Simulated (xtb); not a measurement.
I₃Si, SMILES I[Si](I)I (connectivity only; charge and spin as stated), charge +1, multiplicity 1. All values are semi-empirical tight-binding results from xtb (GFN2-xTB unless named), good for trends rather than for accurate numbers. Geometry: GFN2-xTB. The spin state was assumed, not searched. The isomer is the one that the SMILES or the coordinates give; other isomers of the formula were not compared.

Optimised geometry:

```xyz
4

I     -2.0909    -1.2072     0.0025
Si     0.0000     0.0000    -0.0279
I      2.0909    -1.2072     0.0025
I      0.0000     2.4143     0.0025
```
Charge +1, spin multiplicity 1.

The point group as xtb finds it comes out as D3h. The orbital gap comes out as 3.14 eV and the zero-point energy is 2.2 kcal/mol. The G − E(el) at 298.15 K (modified RRHO) is -19.6 kcal/mol and the static polarisability (D4 model) is 127.3 bohr³. The solvation energy, GFN2-xTB/ALPB(water) comes out as -34.4 kcal/mol and the solvation energy, GFN2-xTB/ALPB(toluene) comes out as -42.3 kcal/mol.

Computed atomic charges and the Wiberg bond orders between heavy atoms:
charges (e) I1 0.14, Si2 0.57, I3 0.14, I4 0.14. Bond orders I1–Si2 1.35, Si2–I3 1.35, Si2–I4 1.35.
